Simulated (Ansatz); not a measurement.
`C[SiH](Cl)[SnH3]` + `OCO` → `OC[O][SnH3]` + `C[SiH2]Cl`  (cleavage of the Sn–Si bond)

Calculated with Ansatz (gas phase, PBE0-D4/def2-TZVP geometries, no zero-point term in ΔE). CCSD(T)/CBS is the MP2 limit (def2-TZVPP, def2-QZVPP) plus CCSD(T) − MP2 in def2-TZVPP, frozen cores. This one scheme is used for every species. DFT in def2-TZVPP. Elements past krypton have def2 core potentials. For Sn outer-core shells are correlated without core-valence functions, which leaves a few kJ/mol of doubt a bond. One conformer a species, not always the lowest.

`C[SiH](Cl)[SnH3]`:

Z-matrix (Å, degrees):
```
C
Si 1 1.864
H 1 1.094 2 110.0
H 1 1.092 2 110.4 3 119.7
H 1 1.092 2 110.9 3 -120.0
Cl 2 2.072 1 108.8 3 -178.0
Sn 2 2.566 1 113.0 3 62.4
H 2 1.487 1 110.2 3 -61.7
H 7 1.708 2 110.2 1 58.4
H 7 1.711 2 110.7 1 -61.0
H 7 1.706 2 110.9 1 178.7
```

`OCO`:

Z-matrix (Å, degrees):
```
C
O 1 1.397
O 1 1.396 2 112.9
H 1 1.095 2 105.2 3 -122.5
H 1 1.095 2 112.0 3 118.6
H 2 0.962 1 107.9 3 -61.7
H 3 0.962 1 107.9 2 -61.7
```

`OC[O][SnH3]`:

```xyz
10

O    -1.294   -0.939   -1.826
C    -0.683   -0.784   -0.588
O    -0.100    0.479   -0.504
Sn    0.855    1.024    1.134
H    -0.628   -0.767   -2.499
H    -1.485   -0.917    0.152
H     0.080   -1.568   -0.427
H     2.131   -0.086    1.370
H     1.387    2.592    0.766
H    -0.264    0.966    2.421
```

`C[SiH2]Cl`:

```xyz
8

C    -0.042    0.280    0.970
Si   -0.005   -0.362   -0.772
Cl    0.571    1.147   -2.054
H    -0.349   -0.515    1.655
H    -0.749    1.107    1.063
H     0.945    0.634    1.274
H    -1.344   -0.824   -1.211
H     0.974   -1.466   -0.925
```

CCSD(T)/CBS gives +0.16 eV.

**Question.** Another level gave +0.29 eV. Which?
A. CCSD(T)/def2-TZVPP
B. PBE0/def2-TZVPP
C. B2PLYP/def2-TZVPP
D. HF/def2-TZVPP

**Answer.** B. PBE0 0.29, HF/def2-TZVPP 0.01, CCSD(T)/def2-TZVPP 0.16, B2PLYP 0.12 eV.

Largest T1 diagnostic among the species: 0.013.

The D4 term adds +0.04 eV with B3LYP and +0.02 eV with PBE0; it sums over pairs of atoms, weighted by their polarisabilities, and B3LYP, whose exchange is more repulsive, gets the larger term. In def2-TZVPP, CCSD(T) changes the Hartree–Fock value by +0.15 eV (the triples alone add +0.00 eV) and MP2 by +0.15 eV.

B3LYP here is the variant with VWN-RPA as its local correlation; programs differ in this.
